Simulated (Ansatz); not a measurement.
`CC([SiH3])=[Se]` + `N[AsH2]` → `N[AsH][SiH3]` + `CC=[Se]` at 298.15 K and 1 bar (ligand exchange at the Si–C bond).

Calculated with Ansatz (gas phase, PBE0-D4/def2-TZVP geometries, no zero-point term in ΔE). CCSD(T)/CBS adds triple-zeta CCSD(T) − MP2 to the extrapolated MP2 energy (def2 sets, frozen cores). For As, Se outer-core shells are correlated without core-valence functions, which leaves a few kJ/mol of doubt a bond. Scalar relativity is left out up to krypton. One conformer a species, not always the lowest.

```tsv
species	CCSD(T)/CBS energy (Eh)	H − E (kJ/mol)	S (J/(mol·K))
`CC([SiH3])=[Se]`	-2769.46533	198.4	348.8
`N[AsH2]`	-2292.09958	122.1	266.6
`N[AsH][SiH3]`	-2582.38925	173.9	326.1
`CC=[Se]`	-2479.18597	152.3	284.3
```

H − E and S are ideal-gas, rigid-rotor, harmonic terms from PBE0-D4/def2-TZVP, for one conformer and one mirror image of each species. 1 Eh = 2625.50 kJ/mol, R = 8.31446 J/(mol·K).

Task: By hand: ΔE, ΔH, ΔS and ΔG.

Result: ΔE = (-2582.38925) + (-2479.18597) − (-2769.46533) − (-2292.09958) = -0.01031 Eh = -27.1 kJ/mol. Δ(H − E) = 173.9 + 152.3 − 198.4 − 122.1 = 5.7, so ΔH = -21.4 kJ/mol. ΔS = 326.1 + 284.3 − 348.8 − 266.6 = -5.0 J/(mol·K). ΔG = -21.4 − 298.15 × (-5.0)/1000 = -19.9 kJ/mol.

Task: By hand: the equilibrium constant, and the temperature at which ΔG would vanish if ΔH and ΔS stayed fixed.

Result: log₁₀ K = −ΔG/(RT ln 10) = 3.5. ΔG = 0 at ΔH/ΔS = 4280 K, far beyond where these terms or the molecules hold.

The number of gas molecules stays the same, so ΔS is small and ΔH decides. A doubt of 5 kJ/mol in ΔE shifts log₁₀ K by 0.9 here. Other conformers and mirror images would add mixing entropy, several J/(mol·K) or more a flexible species. Modes under 60 cm⁻¹, often nearly free rotors, make the harmonic entropy too high. These are equilibria of isolated gas molecules and say nothing of rates. Largest T1 diagnostic: 0.016 (customary marks: 0.02 for closed shells, 0.045 for open ones).
